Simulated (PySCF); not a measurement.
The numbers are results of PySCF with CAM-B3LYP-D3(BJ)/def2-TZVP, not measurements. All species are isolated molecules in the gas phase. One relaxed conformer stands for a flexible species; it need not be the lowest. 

Reference species (SMILES): `[NH2][In]([NH2])[NH2]` (neutral, multiplicity 1).

- HOMO–LUMO gap: 8.40 eV

Changed species: `[InH3]` (3 of 3 NH2 replaced by H; the reference has 0 of 3 NH2 replaced by H).

Question: Give the shifts of the HOMO–LUMO gap.

Answer: the HOMO–LUMO gap increases by 0.03 eV, to 8.43 eV.
